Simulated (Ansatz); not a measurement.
`B[SiH2][GeH3]` and `N[SiH2][GeH3]` differ in one atom or group.

Ansatz, PBE0-D4/def2-TZVP geometries, multiplicity 1. Each molecule was computed in one conformer, which needn't be the lowest.

Scalar relativity is left out up to krypton.

```tsv
property	`B[SiH2][GeH3]`
zero-point energy (PBE0-D4/def2-TZVP) / kJ/mol	157.4
HOMO–LUMO gap (B3LYP/def2-TZVPP) / eV	5.02
ideal-gas entropy at 298 K and 1 bar (rigid rotor, harmonic PBE0-D4/def2-TZVP) / J/(mol·K)	346
size of the dipole moment (ωB97M-V/def2-TZVPP) / D	0.36
HOMO–LUMO gap (PBE0/def2-TZVPP) / eV	5.41
LUMO energy (PBE0/def2-TZVPP) / eV	-2.48
```

Problem. Give the same properties after the change, and the shifts. (An estimate is asked.)

Solution. Ansatz gave: 
| property | `N[SiH2][GeH3]` | shift |
| --- | --- | --- |
| zero-point energy (PBE0-D4/def2-TZVP) / kJ/mol | 173.5 | 16.1 |
| HOMO–LUMO gap (B3LYP/def2-TZVPP) / eV | 6.88 | 1.86 |
| ideal-gas entropy at 298 K and 1 bar (rigid rotor, harmonic PBE0-D4/def2-TZVP) / J/(mol·K) | 340 | -6 |
| size of the dipole moment (ωB97M-V/def2-TZVPP) / D | 1.59 | 1.23 |
| HOMO–LUMO gap (PBE0/def2-TZVPP) / eV | 7.32 | 1.91 |
| LUMO energy (PBE0/def2-TZVPP) / eV | -0.02 | 2.46 |

With PBE0 the HOMO rises by 0.55 eV and the LUMO rises by 2.46 eV, so the gap widens by about 1.91 eV. PBE moves the HOMO by 0.83 eV and ωB97M-V by 0.33 eV. Dipoles are sizes alone; their direction can turn.

B3LYP here is the variant with VWN-RPA as its local correlation; programs differ in this.
